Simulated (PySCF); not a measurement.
GeF3Br, SMILES [F][Ge]([F])([F])[Br].

Geometry: PBE-D3(BJ)/def2-SVP.

All values below come from PBE-D3(BJ)/def2-SVP (PySCF).

Frequencies are harmonic and unscaled.

Modes within 1.5 cm⁻¹ of each other (mostly degenerate sets) share a row, with their intensities summed.

```
mode  ν (cm⁻¹)  IR (km/mol)  moving atoms (share of kinetic energy)
----  --------  -----------  --------------------------------------
1–2        143          2.8                F 77 %, Br 12 %, Ge 11 %
3–4        225         32.4                         F 79 %, Ge 20 %
5          227         20.6                         F 69 %, Br 30 %
6          339         67.6                Ge 53 %, Br 32 %, F 16 %
7          697         64.6                         F 88 %, Ge 12 %
8–9        746        140.4                         F 74 %, Ge 26 %
```
